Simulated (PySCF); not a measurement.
Excitation energy of Ge by level of theory

Ge [Ar] 3d10 4s2 4p2 (3P) → Ge [Ar] 3d10 4s1 4p2 4d1 (high-spin determinant), as a difference of total energies. Computed with PySCF 2.14 in aug-cc-pVDZ-PP with ECP10MDF, with a scalar-relativistic core potential. Correlated levels: valence: 3s2 3p6 3d10 frozen. The calculations carry no spin-orbit coupling.

```
           method  excitation energy (cm⁻¹)
              UHF                     95790
    MP2 (valence)                    102410
SCS-MP2 (valence)                    104410
   CCSD (valence)                    102630
CCSD(T) (valence)                    102290
  CCSDT (valence)                    102150
```

The upper state lies above the first ionisation limit, but in LS coupling its spin forbids autoionisation to the ground ion.

The promoted electron is Rydberg-like, and one or two diffuse shells describe it only roughly, which tends to raise the upper state.

The coupled-cluster amplitudes are large for the upper state (T1 above 0.03 or a double amplitude above 0.15), so a single reference is strained.

The determinant of the upper state mixes LS terms, which raises its energy above the lowest term, most at the Hartree-Fock and MP2 levels.
